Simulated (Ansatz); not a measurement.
Harmonic frequencies (cm⁻¹) at PBE0-D4/def2-TZVP from Ansatz: 85, 135, 145, 229, 264, 279, 296, 374, 383, 414, 463, 510, 515, 768, 811, 821, 888, 913, 931, 941, 955, 1573, 1578, 2203, 2213, 2220, 3602, 3616, 3705, 3714.

Each molecule was computed in one conformer, which needn't be the lowest.

Question: Which molecule is it?
A. `C[SiH2]C#N`
B. `FC(F)(F)O[SiH2]OC(F)(F)F`
C. `N[Si](N)(F)[SiH3]`
D. `CC[SiH2]Br`

Answer: C.
